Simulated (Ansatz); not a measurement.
CH₈Sn₂⁺, that is (H3Sn)2CH2 with one electron fewer. Charge 1, multiplicity 2. Geometry PBE0-D4/def2-SVP; atoms count from 1.

```xyz
11

Sn    0.952   -0.932   -1.167
H     1.666   -2.373   -0.587
H    -0.485   -1.121   -2.056
H     1.987    0.308   -1.681
C     0.362   -0.333    0.965
Sn   -1.243    1.200    0.392
H    -0.625    2.124   -0.893
H    -1.144    1.916    1.942
H    -2.610    0.260    0.044
H     1.227    0.099    1.489
H    -0.087   -1.148    1.552
```

In the def2 sets Sn takes a core potential; there is no spin–orbit coupling.

(1) Estimate the Mulliken populations from the PBE0/def2-TZVP orbitals of Ansatz.

(2) Where does the spin sit?

(3) And the Mayer bond orders between heavy atoms (over 0.3)?

Results:

(1) 
```csv
atom,charge (e),spin (α − β)
Sn1,0.35,0.08
H2,0.07,0.09
H3,0.05,-0.01
H4,0.06,0.00
C5,-0.47,0.71
Sn6,0.35,0.08
H7,0.05,-0.01
H8,0.07,0.09
H9,0.06,0.00
H10,0.22,-0.02
H11,0.22,-0.02
```
Mulliken values depend strongly on the basis.

(2) Summed by element: Sn 0.17, H 0.12, C 0.71, of 1 unpaired in all. Largest on single atoms: C5 0.71, H2 0.09, H8 0.09.

(3) Sn1–C5 0.67 (2.29 Å); C5–Sn6 0.67 (2.29 Å).
